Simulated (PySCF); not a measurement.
From one molecule to another.

First species: C₇H₁₂Ge.
SMILES: `C1=C[CH2][GeH]([CH]2CC2)[CH2]1`

Second species: C4H7BO.
InChI=1S/C4H7BO/c1-3-6-4(2)5/h3H,1-2,5H2

Levels: CAM-B3LYP/def2-SVPD for HOMO energy, LUMO energy, HOMO–LUMO gap and static isotropic polarisability; TDDFT CAM-B3LYP/def2-SVPD for lowest singlet excitation. Geometries: PBE0-D3(BJ)/def2-SVP. Each structure is a single optimised conformer of the isolated species, non-relativistic unless stated. Electronic properties by PySCF.

Dipoles, sizes and rotational constants follow the conformer. The torsions of the flexible species, by atom-mapped SMILES:
- `[BH2:1][C:2](=[CH2:3])[O:4][CH:5]=[CH2:6]`: B1–C2–O4–C5 26°, C2–O4–C5–C6 -171°

The conformers of `C1=C[CH2][GeH]([CH]2CC2)[CH2]1` aren't listed.

Values for the first species:

| Quantity | Value |
| --- | --- |
| HOMO energy | -8.26 eV |
| LUMO energy | 1.37 eV |
| HOMO–LUMO gap | 9.63 eV |
| Lowest singlet excitation | 6.66 eV |
| Static isotropic polarisability | 106.8 au |

Estimate the same properties for the second species, and the change in each.

| property | first | second | second less first |
| --- | --- | --- | --- |
| HOMO energy | -8.26 eV | -7.90 eV | +0.36 eV |
| LUMO energy | 1.37 eV | -1.19 eV | -2.56 eV |
| HOMO–LUMO gap | 9.63 eV | 6.71 eV | -2.92 eV |
| lowest singlet excitation | 6.66 eV | 4.08 eV | -2.58 eV |
| static isotropic polarisability | 106.8 au | 73.8 au | -33.0 au |

On the first: In wavenumbers S1 is 53700 cm⁻¹ (1 eV = 8065.54 cm⁻¹). No computed singlet falls in the visible range (750 to 380 nm, 1.65 to 3.26 eV); S1 lies 3.40 eV above its blue end. Relativistic effects, spin–orbit coupling among them, are left out although an element past zinc is present.

On the second: The polarisability is 10.94 Å³ as a volume (1 au = 0.148185 Å³), or 1.68 au for each of the 44 electrons. No computed singlet falls in the visible range (750 to 380 nm, 1.65 to 3.26 eV); S1 lies 0.82 eV above its blue end.
